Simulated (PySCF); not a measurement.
## Rh+: interval between two levels

Rh+ [Kr] 4d8 [3F4, M_J = 4] → Rh+ [Kr] 4d7 5s1 [5F5, M_J = 5], as a difference of total energies. Computed with PySCF 2.14 in x2c-SVPall-2c with one added diffuse shell each of s, p, d type (7s9p7d1f, 76 functions), with the two-component X2C-1e Hamiltonian. Correlated levels: [Ar] 3d10 frozen; the 6 highest virtual spinors dropped. "Screened" scales the spin-orbit matrix elements by Boettger's factors to mimic the two-electron term; Breit and QED terms are absent.

```
                    method  interval between two levels (cm⁻¹)
           GHF (spin-free)                               11292
          GMP2 (spin-free)                               15685
 GHF (screened spin-orbit)                               10958
GMP2 (screened spin-orbit)                               15331
```

The spin-free rows relax to the high-spin LS determinant and lack the spin-orbit shift.

Errors of the correlated levels include the incompleteness of this basis and the frozen core.

The labels give the starting determinants; with spin-orbit coupling the two ends relaxed to ⟨J²⟩ = 20.02, ⟨L²⟩ = 12.06, ⟨S²⟩ = 2.01 and ⟨J²⟩ = 30.01, ⟨L²⟩ = 12.12, ⟨S²⟩ = 5.96.

For comparison: 16885 cm⁻¹ (measured; NIST Handbook of Basic Atomic Spectroscopic Data (Sansonetti and Martin, J. Phys. Chem. Ref. Data 34, 1559 (2005))).
